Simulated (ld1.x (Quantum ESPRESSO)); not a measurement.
## Nd, TM semilocal: configuration errors across variants

neodymium, norm-conserving Troullier–Martins (semilocal form), made with ld1.x (Quantum ESPRESSO) 7.5 (revPBE, scalar-relativistic). Core [Kr] 4d10 5s2, reference 4f4 5p6 5d0 6s2 6p0. Waves: 5p (bound): rc 2.05 bohr; 5d (bound, empty): rc 3.65 bohr; 4f (bound): rc 0.75 bohr; 6s (bound): rc 2.80 bohr. Local part: the s channel. Core correction: Bessel-smoothed model core inside 0.40 bohr.

All-electron excitation energies from the reference (eV): (1) 4f4 5p6 5d0 6s1 6p0 5.721; (2) 4f4 5p6 5d0 6s0 6p0 16.392; (3) 4f3 5p6 5d0 6s0 6p0 38.776; (4) 4f4 5p5 5d0 6s2 6p0 26.822; (5) 4f3 5p6 5d1 6s1 6p0 8.047; (6) 4f3 5p6 5d1 6s2 6p0 1.855; (7) 4f4 5p6 5d1 6s0 6p0 6.757.

A semilocal file is local in each channel, so a ghost entry of none says nothing of the separable form that plane-wave codes build from it.

Errors AE − PS in meV (a dash: test not solved or not reliable):

| change | (1) | (2) | (3) | (4) | (5) | (6) | (7) | bound ghosts |
| --- | --- | --- | --- | --- | --- | --- | --- | --- |
| base | +2.6 | -13 | -146 | +85 | -122 | -168 | -15 | none |
| wave 5p (bound): rc 2.05 bohr becomes 5p (bound): rc 1.50 bohr | +2.6 | -13 | -208 | +81 | -158 | -205 | -15 | none |
| wave 5p (bound): rc 2.05 bohr becomes 5p (bound): rc 1.72 bohr | +2.7 | -13 | -208 | +81 | -158 | -205 | -15 | none |
| wave 5p (bound): rc 2.05 bohr becomes 5p (bound): rc 2.02 bohr | +2.6 | -13 | -146 | +85 | -122 | -168 | -15 | none |
| wave 5p (bound): rc 2.05 bohr becomes 5p (bound): rc 2.22 bohr | +2.7 | -13 | -89 | +87 | -90 | -137 | -15 | none |
| wave 5p (bound): rc 2.05 bohr becomes 5p (bound): rc 2.46 bohr | +2.7 | -13 | -30 | +88 | -58 | -105 | -15 | none |
| wave 5p (bound): rc 2.05 bohr becomes 5p (bound): rc 2.58 bohr | +2.6 | -13 | -4.1 | +87 | -45 | -92 | -15 | none |
| wave 5p (bound): rc 2.05 bohr becomes 5p (bound): rc 2.88 bohr | +2.7 | -13 | +36 | +84 | -26 | -73 | -15 | none |
| wave 5p (bound): rc 2.05 bohr becomes 5p (bound): rc 3.10 bohr | +2.7 | -13 | +48 | +82 | -20 | -67 | -14 | none |

Give the same row for: wave 5p (bound): rc 2.05 bohr becomes 5p (bound): rc 1.36 bohr.

+2.7, -13, -171, +85, -134, -181, -15; bound ghosts: none.
